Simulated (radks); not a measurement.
Results of a calculation; reference values are marked as such.
Species: Br X. Configuration: [Ar] 3d8.

Code: a radial shooting solver on a logarithmic mesh with Libxc functionals. Model: scalar-relativistic Kohn-Sham, exchange-only LDA, spin-polarised, spherical densities, point nucleus; open shells are filled with parallel spins first.

Energy parts (eV):
part                   energy
total              -69974.138
kinetic             71541.186
electron-nucleus  -163984.917
Hartree             24650.135
exchange            -2180.542

Orbitals (lengths in bohr, moments of r in powers of bohr):
orbital  occ.  eigenvalue (eV)      <r>     <r^2>  <1/r>       <r^4>
1s up       1        -13488.77  0.04280  0.002467  35.61  0.00001568
1s down     1        -13488.72  0.04280  0.002467  35.61  0.00001567
2s up       1        -1924.153   0.1898   0.04245  7.886    0.003110
2s down     1        -1921.571   0.1896   0.04239  7.893    0.003101
2p up       3        -1721.433   0.1655   0.03353  7.725    0.002250
2p down     3        -1719.450   0.1654   0.03347  7.731    0.002241
3s up       1        -418.0235   0.5389    0.3328  2.660      0.1720
3s down     1        -414.3000   0.5400    0.3342  2.653      0.1737
3p up       3        -353.4444   0.5447    0.3454  2.526      0.1950
3p down     3        -349.7466   0.5462    0.3474  2.518      0.1975
3d up       5        -246.8526   0.5385    0.3494  2.300      0.2358
3d down     3        -242.9407   0.5416    0.3539  2.290      0.2428
4s up       0        -152.6426    1.262     1.786  1.092       4.530
4s down     0        -151.3993    1.268     1.805  1.085       4.625
4p up       0        -133.0354    1.341     2.030  1.016       5.929
4p down     0        -131.9128    1.350     2.054  1.010       6.075

The highest occupied level is 3d down at -242.94 eV. Spin moment in Bohr magnetons: 2. Summed over all electrons, <r^2> = 5.845 bohr^2, which gives a Langevin (diamagnetic) susceptibility term of -4.63 x 10^-6 cm^3/mol. For comparison, the ionisation energy in NIST's Atomic Spectra Database is 261 eV (theoretical). In exact Kohn-Sham theory the highest level is minus the ionisation energy, but local and semilocal functionals leave it too shallow, through self-interaction and a potential that decays too fast; potentials with the right tail come closer.
